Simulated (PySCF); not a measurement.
# Correlation energy of V⁻ (vanadium, charge -1)

[Ar] 3d4 4s2, high-spin 5D determinant. Calculation: PySCF 2.14, in def2-QZVPPD; the non-relativistic Hamiltonian (point nucleus). Frozen: [Ar]; 6 electrons correlated.

MP2 pair energies summed by pair of shells (mhartree):

```
 pair  energy  share (%)
3d-3d  -51.21       58.4
3d-4s  -20.68       23.6
4s-4s  -15.73       18.0
```

Total MP2 correlation energy: -87.61 mhartree.

Same-spin part -61.76 and opposite-spin part -25.85 mhartree; SCS-MP2 scales them by 1/3 and 6/5 to -51.61 mhartree.

The Hartree-Fock reference does not bind the outermost electron (its level is positive or very diffuse), so these energies belong to a reference that the basis holds together.
